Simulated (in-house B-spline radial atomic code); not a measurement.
The numbers below are computed, except where a source is named.
# Weak and strong correlation along the adiabatic connection

Two-electron singlets in several external potentials (atomic units), by full CI in B-splines with partial waves to l = 8 (correlation energies up to 0.6 % small). The repulsion is scaled by λ at fixed density; W(λ) is the mean repulsion less the Hartree energy, W(0) = E_x, and the area under W from 0 to 1 is E_xc.

One system gave this curve:

```json
{"λ": "0", "W (hartree)": "-0.8397"}
{"λ": "0.02", "W (hartree)": "-0.84168"}
{"λ": "0.05", "W (hartree)": "-0.8446"}
{"λ": "0.12", "W (hartree)": "-0.85123"}
{"λ": "0.25", "W (hartree)": "-0.8629"}
{"λ": "0.4", "W (hartree)": "-0.87541"}
{"λ": "0.6", "W (hartree)": "-0.89066"}
{"λ": "0.8", "W (hartree)": "-0.90447"}
{"λ": "1", "W (hartree)": "-0.91704"}
{"λ": "1.4", "W (hartree)": "-0.939"}
{"λ": "2", "W (hartree)": "-0.96575"}
{"λ": "3", "W (hartree)": "-0.99889"}
{"λ": "4.5", "W (hartree)": "-1.0325"}
{"λ": "7", "W (hartree)": "-1.0667"}
```

Q: Which system is it?
A. −Z/r, Z = 0.75, wall at 4 bohr
B. ω²r²/2 − Z/r, ω = 2.24, Z = 1.5
C. −Z exp(−kr)/r, Z = 1.75, k = 0.239
D. −Z/r, Z = 7.27, wall at 1.73 bohr

A: C. The exchange energy sets the size: −Z exp(−kr)/r, Z = 1.75, k = 0.239: E_x = -0.84, E_c = -0.0419; −Z/r, Z = 7.27, wall at 1.73 bohr: E_x = -4.32, E_c = -0.0451; ω²r²/2 − Z/r, ω = 2.24, Z = 1.5: E_x = -1.45, E_c = -0.042; −Z/r, Z = 0.75, wall at 4 bohr: E_x = -0.515, E_c = -0.0367 hartree.
